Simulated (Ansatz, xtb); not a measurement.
# Ranking isomers of C6H6FNO

10 gas-phase structures of C6H6FNO, from a drawn sample of its isomers (lower ones may exist). Each was relaxed with GFN2-xTB; where two conformers were screened, the lower at r2SCAN-D4/def2-SVP is listed:

A. `COc1ccnc(F)c1`, a singlet
B. `COc1cnccc1F`, a singlet
C. `COc1cc(F)ccn1`, a singlet
D. `COc1cccc(F)n1`, a singlet
E. `COc1cncc(F)c1`, a singlet
F. `COc1ccc(F)cn1`, a singlet
G. `COc1cccnc1F`, a singlet
H. `COc1ccc(F)nc1`, a singlet
I. `COc1ncccc1F`, a singlet
J. `COc1ccncc1F`, a singlet

Problem. Make a reasoned guess at their ranking by r2SCAN-D4/def2-SVP single-point energy.

Solution. Calculated order at r2SCAN-D4/def2-SVP: D (0.000), C (0.242), A (0.298), F (0.391), I (0.442), H (0.483), G (0.538), E (0.740), J (0.788), B (0.818) eV. Less than 1 kcal/mol parts I and H; J and B, so the order within those pairs means little.

Energies above the lowest of each column, in eV; the last columns are at PBE0-D3(BJ)/def2-SVP geometries and were run for some of them only (a dash: not run or not comparable):

```
structure  GFN2-xTB  HF/STO-3G  r2SCAN-D4/def2-SVP  PBE0-D3(BJ)/def2-SVP  CCSD(T)/def2-SVP + ΔMP2/def2-TZVPP
        D     0.000      0.000               0.000                 0.000                               0.000
        C     0.093      0.127               0.242                 0.227                               0.195
        A     0.215      0.240               0.298                 0.286                               0.239
        F     0.165      0.228               0.391                 0.373                               0.339
        I     0.264      0.301               0.442                 0.430                               0.384
        H     0.319      0.359               0.483                 0.464                               0.417
        G     0.432      0.440               0.538                     –                                   –
        E     0.423      0.490               0.740                     –                                   –
        J     0.490      0.548               0.788                     –                                   –
        B     0.509      0.564               0.818                     –                                   –
```

Every level run on D puts it lowest or level with the lowest. Flexible structures stand in one conformer each, not always the lowest. Frequencies (GFN2-xTB) were run for A, C, D, F, H, I alone. ΔMP2 is the change of the MP2 energy from the smaller to the larger basis.

Over these structures GFN2-xTB departs from r2SCAN-D4/def2-SVP by 0.084 eV on average once a common shift is removed. A GFN2-xTB relaxation took about 0.073 s and the r2SCAN-D4/def2-SVP energy about 4.8 s on a shared host (Ansatz 0.2.0, xtb 6.7.1).
